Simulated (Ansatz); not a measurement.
`[Cl][GeH]([Cl])[GeH3]` + H₂O → `[OH][GeH]([Cl])[Cl]` + GeH₄ at 700 K and 1 bar (formal hydrolysis of a Ge–Ge bond).

Calculated with Ansatz (gas phase, PBE0-D4/def2-TZVP geometries, no zero-point term in ΔE). CCSD(T)/CBS is the MP2 limit (def2-TZVPP, def2-QZVPP) plus CCSD(T) − MP2 in def2-TZVPP, frozen cores. This one scheme is used for every species. For Ge outer-core shells are correlated without core-valence functions, which leaves a few kJ/mol of doubt a bond. Scalar relativity is left out up to krypton. One conformer a species, not always the lowest.

| species | CCSD(T)/CBS energy (Eh) | H − E (kJ/mol) | S (J/(mol·K)) |
| --- | --- | --- | --- |
| `[Cl][GeH]([Cl])[GeH3]` | -5074.27121 | 165.8 | 493.9 |
| H₂O | -76.37941 | 80.5 | 218.4 |
| `[OH][GeH]([Cl])[Cl]` | -3072.15640 | 124.2 | 422.4 |
| GeH₄ | -2078.49493 | 112.9 | 267.3 |

H − E and S are ideal-gas, rigid-rotor, harmonic terms from PBE0-D4/def2-TZVP, for one conformer and one mirror image of each species. 1 Eh = 2625.50 kJ/mol, R = 8.31446 J/(mol·K).

Question: By hand: ΔE, ΔH, ΔS and ΔG.

Answer: ΔE = (-3072.15640) + (-2078.49493) − (-5074.27121) − (-76.37941) = -0.00071 Eh = -1.9 kJ/mol. Δ(H − E) = 124.2 + 112.9 − 165.8 − 80.5 = -9.2, so ΔH = -11.1 kJ/mol. ΔS = 422.4 + 267.3 − 493.9 − 218.4 = -22.6 J/(mol·K). ΔG = -11.1 − 700 × (-22.6)/1000 = 4.7 kJ/mol.

Question: By hand: the equilibrium constant, and the temperature at which ΔG would vanish if ΔH and ΔS stayed fixed.

Answer: log₁₀ K = −ΔG/(RT ln 10) = -0.4. ΔG = 0 at ΔH/ΔS = 491 K.

TΔS isn't small against ΔH here. The sign of ΔG lies within the doubt. A doubt of 5 kJ/mol in ΔE shifts log₁₀ K by 0.4 here. Other conformers and mirror images would add mixing entropy, several J/(mol·K) or more a flexible species. These are equilibria of isolated gas molecules and say nothing of rates. Largest T1 diagnostic: 0.012 (customary marks: 0.02 for closed shells, 0.045 for open ones).
